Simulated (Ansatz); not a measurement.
`CCB(C)F` and `CBB(C)F` differ in one atom or group.

Ansatz, PBE0-D4/def2-TZVP geometries, multiplicity 1. Each molecule was computed in one conformer, which needn't be the lowest.

```
                                          property  `CCB(C)F`
                 LUMO energy (PBE/def2-TZVPP) / eV      -0.94
                LUMO energy (PBE0/def2-TZVPP) / eV       0.11
               HOMO energy (B3LYP/def2-TZVPP) / eV      -8.18
  size of the dipole moment (B3LYP/def2-TZVPP) / D       1.31
size of the dipole moment (ωB97M-V/def2-TZVPP) / D       1.29
             LUMO energy (ωB97M-V/def2-TZVPP) / eV       1.96
```

**Question.** What does the change do to each property? (Best estimate.)

**Answer.** The calculation gave: 
```tsv
property	`CBB(C)F`	shift
LUMO energy (PBE/def2-TZVPP) / eV	-2.30	-1.36
LUMO energy (PBE0/def2-TZVPP) / eV	-1.29	-1.40
HOMO energy (B3LYP/def2-TZVPP) / eV	-7.41	0.77
size of the dipole moment (B3LYP/def2-TZVPP) / D	1.53	0.22
size of the dipole moment (ωB97M-V/def2-TZVPP) / D	1.51	0.22
LUMO energy (ωB97M-V/def2-TZVPP) / eV	0.66	-1.30
```

With PBE0 the HOMO rises by 0.79 eV and the LUMO falls by 1.40 eV, so the gap narrows by about 2.19 eV. PBE moves the HOMO by 0.73 eV and ωB97M-V by 0.84 eV. Dipoles are sizes alone; their direction can turn.

B3LYP here is the variant with VWN-RPA as its local correlation; programs differ in this.
